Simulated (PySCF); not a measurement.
These 2 structures share the formula C3H6BrF. The calculation used PBE0-D3(BJ)/def2-SVP geometry optimisation, gas phase (PySCF). One conformer each; no zero-point energy, no entropy. No frequencies were run at this level. Point groups hold within 0.08 Å.

Question: Order them by energy at this level, lowest first, and give relative energies in kJ/mol.
A. `[F:1][CH2:2][CH2:3][CH2:4][Br:5]` with F1–C2–C3–C4 -60°, C2–C3–C4–Br5 179°
B. `[CH3:1][C@H:2]([F:3])[CH2:4][Br:5]` with C1–C2–C4–Br5 -177°

Answer: B (0.0), A (10.2).

Neighbours about 10 kJ/mol apart or less (C[C@H](F)CBr and FCCCBr) can change places with a better method, another conformer or zero-point energy.

```tsv
SMILES	E (Eh)	E rel (kJ/mol)	dipole (D)	point group	A, B, C (MHz)
C[C@H](F)CBr	-2790.92665	0.0	2.86	C1	8509, 1410, 1265
FCCCBr	-2790.92277	10.2	2.03	C1	13154, 999.8, 965.7
```

Q: As an exercise, what shares would exp(−E/RT) give at 298.15 K from these electronic energies alone (no entropy, no degeneracies)?

A: RT = 2.479 kJ/mol: C[C@H](F)CBr 98.4 %, FCCCBr 1.6 %.
